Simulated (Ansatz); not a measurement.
Geometry optimisation, DFT PBE, scalar-relativistic, plane waves, PAW (Ansatz).

The input (input.yaml):

```yaml
crystal:
  lattice:
    - [7.398, 0.0, 0.0]
    - [-3.699, 6.406856, 0.0]
    - [0.0, 0.0, 13.0]
  atoms:
    - { symbol: C, position: [0.0, 0.0, 0.0769231] }
    - { symbol: C, position: [0.2222222, 0.1111111, 0.0769231] }
    - { symbol: C, position: [0.0, 0.3333333, 0.0769231] }
    - { symbol: C, position: [0.2222222, 0.4444444, 0.0769231] }
    - { symbol: C, position: [0.0, 0.6666667, 0.0769231] }
    - { symbol: C, position: [0.2222222, 0.7777778, 0.0769231] }
    - { symbol: C, position: [0.3333333, 0.0, 0.0769231] }
    - { symbol: C, position: [0.5555556, 0.1111111, 0.0769231] }
    - { symbol: C, position: [0.3333333, 0.3333333, 0.0769231] }
    - { symbol: C, position: [0.5555556, 0.4444444, 0.0769231] }
    - { symbol: C, position: [0.3333333, 0.6666667, 0.0769231] }
    - { symbol: C, position: [0.5555556, 0.7777778, 0.0769231] }
    - { symbol: C, position: [0.6666667, 0.0, 0.0769231] }
    - { symbol: C, position: [0.8888889, 0.1111111, 0.0769231] }
    - { symbol: C, position: [0.6666667, 0.3333333, 0.0769231] }
    - { symbol: C, position: [0.8888889, 0.4444444, 0.0769231] }
    - { symbol: C, position: [0.6666667, 0.6666667, 0.0769231] }
    - { symbol: C, position: [0.8888889, 0.7777778, 0.0769231] }
    - { symbol: F, position: [0.7835828, 0.3900979, 0.2146154] }
    - { symbol: H, position: [0.8389677, 0.3133852, 0.2453846] }
basis:
  ecutwfc: 420.0
kpoints:
  mp_grid: { grid: [2, 2, 1] }
hamiltonian:
  xc: pbe
scf:
  occupations: { method: gaussian, width: 0.02 }
  lower_state_search: "off"
relax:
  f_tol: 0.03
  max_steps: 60
  adjacent_minimum: "off"
```

Launched with:

```bash
$ ansatz run input.yaml --threads 1 --pin off --max-ram 3072MiB --backend cpu --events-out ev --progress --plain --runs-dir out
```

Q: Where does it end, and by what steps?

A: The run converged. The force dipped under the threshold on the way, but the program's further checks kept it going. Limits of this set-up: slab without dipole correction, no dispersion correction for a molecule that may bind weakly. After 41 steps the energy has fallen by 2.382 eV; F19 moved furthest, 1.67 Å.

| step | energy less start (eV) | largest force component (eV/Å) | accepted |
| --- | --- | --- | --- |
| 0 | 0.0000 | 6.546 | yes |
| 2 | -1.7872 | 1.842 | yes |
| 4 | -2.2052 | 0.471 | yes |
| 6 | -2.3244 | 0.201 | yes |
| 8 | -2.3482 | 0.235 | yes |
| 10 | -2.3034 | 1.456 | no |
| 12 | -2.3525 | 0.041 | yes |
| 14 | -2.3533 | 0.185 | yes |
| 16 | -2.3563 | 0.215 | yes |
| 18 | -2.3583 | 0.077 | yes |
| 20 | -2.3624 | 0.234 | yes |
| 22 | -2.3651 | 0.127 | yes |
| 24 | -2.3707 | 0.408 | yes |
| 26 | -2.3731 | 0.320 | yes |
| 28 | -2.3537 | 0.578 | no |
| 30 | -2.3796 | 0.100 | yes |
| 32 | -2.3807 | 0.152 | yes |
| 34 | -2.3811 | 0.014 | yes |
| 36 | -2.3818 | 0.119 | yes |
| 38 | -2.3820 | 0.032 | yes |
| 40 | -2.3817 | 0.074 | no |
| 41 | -2.3820 | 0.013 | yes |

```xyz
20
Lattice="7.3980 0.0000 0.0000 -3.6990 6.4069 0.0000 0.0000 0.0000 13.0000" Properties=species:S:1:pos:R:3
C -0.073 -0.030 0.921
C 1.171 0.676 0.921
C -1.305 2.105 0.927
C -0.060 2.812 0.922
C -2.539 4.244 0.923
C -1.295 4.948 0.920
C 2.393 -0.030 0.920
C 3.637 0.675 0.920
C 1.160 2.105 0.921
C 2.404 2.812 0.921
C -0.073 4.242 0.920
C 1.171 4.947 0.920
C 4.859 -0.030 0.920
C 6.104 0.674 0.922
C 3.624 2.105 0.923
C 4.869 2.812 0.930
C 2.393 4.242 0.922
C 3.637 4.947 0.921
F 5.309 2.544 4.162
H 5.306 2.555 3.224
```

Whether the end is a true minimum wasn't checked by a vibrational analysis.

Time of the run: 4 min on 1 thread of Arm Neoverse V2, with other jobs on the host, peak memory 0.69 GiB.
